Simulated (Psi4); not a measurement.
Input for Psi4:
```
memory 2 GB

molecule {
1 2
F    -0.00000000   -0.00000000   -1.04610145
Cl    0.00000000    0.00000000    0.55381842
}

set {
  basis cc-pv(d+d)z
  reference uhf
  freeze_core true
}

energy('mp2')
print_variables()
```

Task: What number of basis functions does MP2/cc-pV(D+d)Z in Psi4 give?

Result: 37

Task: Estimate the nuclear repulsion energy that MP2/cc-pV(D+d)Z returns for this input.

Result: 50.6051 Eh

Task: Predict the SCF-reference <S^2> from MP2/cc-pV(D+d)Z.

Result: 0.762

Task: Predict the total energy from MP2/cc-pV(D+d)Z.

Result: -558.7184 Eh

These values belong to the state on which the SCF converged, which isn't shown to be the lowest.
